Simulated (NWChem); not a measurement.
System: CH$_{5}$MgNS; SMILES C[S][Mg][NH2]

The following NWChem deck was run.

```
start job
memory heap 200 mb stack 900 mb global 1100 mb
geometry units angstroms noautoz
  Mg     0.012990    -1.111544    -0.088595
  N     -0.303915    -2.970564    -0.224931
  H     -0.410900    -3.619038     0.547888
  H     -0.389296    -3.501301    -1.085335
  S      0.374275     1.163106     0.063570
  C     -1.343152     1.870093     0.088919
  H     -1.894485     1.633669    -0.824602
  H     -1.238166     2.955848     0.154765
  H     -1.911581     1.527144     0.957044
end
basis spherical
  * library sto-3g
end
dft
  xc xtpss03 ctpss03
  iterations 150
  mulliken
end
task dft energy
```

Parts of the log:

```
             Northwest Computational Chemistry Package (NWChem) 7.3.0
             --------------------------------------------------------

 C1  symmetry detected

                             Geometry "geometry" -> ""
                             -------------------------

 Output coordinates in angstroms (scale by  1.889725989 to convert to a.u.)

  No.       Tag          Charge          X              Y              Z
 ---- ---------------- ---------- -------------- -------------- --------------
    1 Mg                  12.0000     0.17728331    -1.00819218     0.00422238
    2 N                    7.0000    -0.23351666    -2.85377193    -0.00287791
    3 H                    1.0000    -0.35922762    -3.44340694     0.81305152
    4 H                    1.0000    -0.35976179    -3.43533278    -0.82453225
    5 S                   16.0000     0.65324153     1.25037960    -0.00134342
    6 C                    6.0000    -1.02640926     2.04334838     0.00022297
    7 H                    1.0000    -1.60431102     1.77509869    -0.88772785
    8 H                    1.0000    -0.86671001     3.12438751    -0.00827569
    9 H                    1.0000    -1.59618153     1.78779934     0.89711806

 Effective nuclear repulsion energy (a.u.)     169.9842792395

                                 NWChem DFT Module
                                 -----------------

 Summary of "ao basis" -> "ao basis" (spherical)
 ------------------------------------------------------------------------------
       Tag                 Description            Shells   Functions and Types
 ---------------- ------------------------------  ------  ---------------------
 Mg                          sto-3g                  5        9   3s2p
 N                           sto-3g                  3        5   2s1p
 H                           sto-3g                  1        1   1s
 S                           sto-3g                  5        9   3s2p
 C                           sto-3g                  3        5   2s1p

            General Information
            -------------------
          SCF calculation type: DFT
          Wavefunction type:  closed shell.
          No. of atoms     :     9
          No. of electrons :    46
           Alpha electrons :    23
            Beta electrons :    23
          Charge           :     0
          Spin multiplicity:     1
          Use of symmetry is: off; symmetry adaption is: off
          Maximum number of iterations: 150
          AO basis - number of functions:    33
                     number of shells:    21
          Convergence on energy requested:  1.00D-06
          Convergence on density requested:  1.00D-05
          Convergence on gradient requested:  5.00D-04

              XC Information
              --------------
                  TPSS metaGGA Exchange Functional  1.000
             TPSS03 metaGGA Correlation Functional  1.000

             Grid Information
             ----------------
          Grid used for XC integration:  medium
          Radial quadrature: Mura-Knowles
          Angular quadrature: Lebedev.
          Tag              B.-S. Rad. Rad. Pts. Rad. Cut. Ang. Pts.
          ---              ---------- --------- --------- ---------
          Mg                  1.50       88          11.0       590
          N                   0.65       49          12.0       434
          H                   0.35       45          12.0       434
          S                   1.00       88          11.0       590
          C                   0.70       49          13.0       434
          Grid pruning is: on
          Number of quadrature shells:   499
          Spatial weights used:  Erf1

      Superposition of Atomic Density Guess
      -------------------------------------

 Sum of atomic energies:        -683.24686824

      Non-variational initial energy
      ------------------------------

 Total energy =    -683.324113
 1-e energy   =   -1292.927720
 2-e energy   =     439.619328
 HOMO         =      -0.101102
 LUMO         =       0.218997

     ---------------------------------------------
      Total Density - Mulliken Population Analysis
     ---------------------------------------------

    Atom       Charge   Shell Charges
 -----------   ------   -------------------------------------------------------
    1 Mg  12    10.87   2.00  1.97  5.60  0.68  0.62
    2 N    7     8.11   2.00  1.66  4.46
    3 H    1     0.76   0.76
    4 H    1     0.76   0.76
    5 S   16    16.61   2.00  2.00  5.97  1.90  4.74
    6 C    6     6.02   1.99  1.31  2.71
    7 H    1     0.96   0.96
    8 H    1     0.96   0.96
    9 H    1     0.96   0.96

   convergence    iter        energy       DeltaE   RMS-Dens  Diis-err
 ---------------- ----- ----------------- --------- --------- ---------
 d= 0,ls=0.0,diis     1   -685.9939356374 -8.56D+02  6.06D-02  5.60D-01
 d= 0,ls=0.0,diis     2   -685.8972262682  9.67D-02  3.91D-02  1.17D+00
 d= 0,ls=0.0,diis     3   -686.0950486430 -1.98D-01  5.55D-03  1.26D-02
 d= 0,ls=0.0,diis     4   -686.0967595407 -1.71D-03  2.36D-03  2.86D-03
 d= 0,ls=0.0,diis     5   -686.0972794332 -5.20D-04  4.64D-04  2.24D-04
  Resetting Diis
 d= 0,ls=0.0,diis     6   -686.0973149501 -3.55D-05  5.59D-05  8.22D-07
 d= 0,ls=0.0,diis     7   -686.0973150645 -1.14D-07  5.02D-05  1.98D-07
 d= 0,ls=0.0,diis     8   -686.0973150441  2.04D-08  2.72D-05  2.90D-07
 d= 0,ls=0.0,diis     9   -686.0973151141 -7.00D-08  1.24D-06  1.21D-09

         Total DFT energy =     -686.097315114097
      One electron energy =    -1292.999420452052
           Coulomb energy =      493.666313044685
    Exchange-Corr. energy =      -56.748486946229
 Nuclear repulsion energy =      169.984279239500

 Numeric. integr. density =       46.000001888289

                       DFT Final Molecular Orbital Analysis
                       ------------------------------------

[...]
```

Level: TPSS/STO-3G. The geometry was optimised at B3LYP/6-31G* (spherical d).
